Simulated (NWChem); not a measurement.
# C3H5FSi; SMILES C#C[SiH2]CF

```xyz
10

C      0.8995    -2.4937    -0.0795
C      0.1623    -1.5305     0.0174
Si    -0.9331    -0.0674     0.1544
C     -0.0501     1.4808    -0.5036
F      1.0415     1.7818     0.2809
H      1.5511    -3.3459    -0.1627
H     -1.3051     0.1361     1.5831
H     -2.1627    -0.2878    -0.6655
H      0.2812     1.3248    -1.5459
H     -0.7456     2.3402    -0.5057
```
Atoms are numbered in this order, from 1.

All runs: NWChem. Medium grid unless said otherwise, to which SCAN and Minnesota functionals are sensitive. Coordinates come from a PBE0/def2-SVP optimisation.

For level M06-2X/def2-TZVP:

```yaml
highest occupied level (eV): -9.42
orbital gap (eV): 9.94
dipole (D): 1.49
```

**Question.** What are these values for level PBE/def2-TZVP?

**Answer.** highest occupied level (eV): -6.88
orbital gap (eV): 5.61
dipole (D): 1.26
